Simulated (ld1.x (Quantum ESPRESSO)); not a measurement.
cadmium, TM: configuration errors across variants

```json
{"Element": "cadmium (Cd)", "Generator": "ld1.x (Quantum ESPRESSO) 7.5", "Type": "norm-conserving Troullier–Martins (Kleinman–Bylander form)", "Functional": "PBEsol", "Relativity": "non-relativistic", "Frozen core": "[Kr]", "Valence charge": "12", "Reference configuration": "4d10 5s2 5p0", "Partial waves": "5s (bound): rc 2.60 bohr; 5p (bound, empty): rc 3.75 bohr; 4d (bound): rc 1.45 bohr", "Local potential": "all-electron potential smoothed inside 2.05 bohr (lloc = -1)", "Core correction": "Bessel-smoothed model core inside 0.80 bohr"}
```

All-electron excitation energies from the reference (eV): (1) 4d10 5s1 5p0 8.760; (2) 4d10 5s0 5p0 24.972; (3) 4d9 5s0 5p0 63.456; (4) 4d10 5s1 5p1 4.193; (5) 4d9 5s2 5p1 13.540; (6) 4d10 5s1.5 5p0 3.498; (7) 4d9 5s2 5p0 18.936.

Errors AE − PS in meV (a dash: test not solved or not reliable):

| change | (1) | (2) | (3) | (4) | (5) | (6) | (7) | bound ghosts |
| --- | --- | --- | --- | --- | --- | --- | --- | --- |
| base | +7.4 | -36 | -124 | +4.6 | +380 | +2.0 | +631 | none |
| core correction none | +12 | +5.7 | +0.2 | +6.4 | +412 | +2.7 | +696 | none |
| core correction Bessel-smoothed model core inside 0.60 bohr | +7.4 | -36 | -124 | +4.6 | +377 | +2.0 | +626 | none |
| core correction Bessel-smoothed model core inside 1.22 bohr | +7.4 | -36 | -124 | +4.6 | +380 | +2.0 | +631 | none |
| core correction Bessel-smoothed model core inside 1.38 bohr | +7.4 | -36 | -124 | +4.6 | +380 | +2.1 | +632 | none |
| core correction Bessel-smoothed model core inside 1.54 bohr | +7.5 | -36 | -124 | +4.7 | +382 | +2.1 | +635 | none |
| core correction Bessel-smoothed model core inside 1.76 bohr | +7.6 | -35 | -124 | +4.7 | +387 | +2.1 | +643 | none |

**Question.** Give the same row for: core correction Bessel-smoothed model core inside 1.02 bohr.

**Answer.** +7.4, -36, -124, +4.7, +380, +2.0, +631; bound ghosts: none.
